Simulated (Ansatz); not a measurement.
`[NH2][SnH2][SiH2]O` + `C[SiH](O)O` → `C[SiH](O)O[SiH2]O` + `[NH2][SnH3]`  (cleavage of the Si–Sn bond)

Program: Ansatz. Geometries: PBE0-D4/def2-TZVP. ΔE: electronic, gas phase. CBS: MP2 limit from def2 TZ/QZ plus the TZ coupled-cluster correction, frozen cores. DFT in def2-TZVPP. Elements past krypton have def2 core potentials. For Sn outer-core shells are correlated without core-valence functions, which leaves a few kJ/mol of doubt a bond. One conformer a species, not always the lowest.

Q: Is it downhill or uphill in electronic energy at CCSD(T)/CBS, and by how much? (Estimate.)

A: The calculation gave: Downhill: ΔE = -100.1 kJ/mol.

Q: What do these levels give: PBE-D4, ωB97X-V, ωB97M-V, PBE, HF/def2-TZVPP, SCS-MP2/def2-TZVPP, CCSD/def2-TZVPP, HF/def2-QZVPP, MP2/def2-QZVPP, SCS-MP2/def2-QZVPP, MP2/CBS(def2), CCSD/CBS(def2)? (An estimate is asked.)

A: Ansatz gave: PBE-D4 -73.8, ωB97X-V -104.9, ωB97M-V -104.7, PBE -73.2, HF/def2-TZVPP -142.7, SCS-MP2/def2-TZVPP -113.7, CCSD/def2-TZVPP -112.4, HF/def2-QZVPP -145.4, MP2/def2-QZVPP -102.6, SCS-MP2/def2-QZVPP -110.9, MP2/CBS(def2) -98.7, CCSD/CBS(def2) -105.5 kJ/mol.

Largest T1 diagnostic among the species: 0.013.

In def2-TZVPP, CCSD(T) changes the Hartree–Fock value by +35.7 kJ/mol (the triples alone add +5.4 kJ/mol) and MP2 by +37.1 kJ/mol. From PBE to PBE0 (25 % exact exchange), in def2-TZVPP and without D4, ΔE moves by −13.1 kJ/mol.
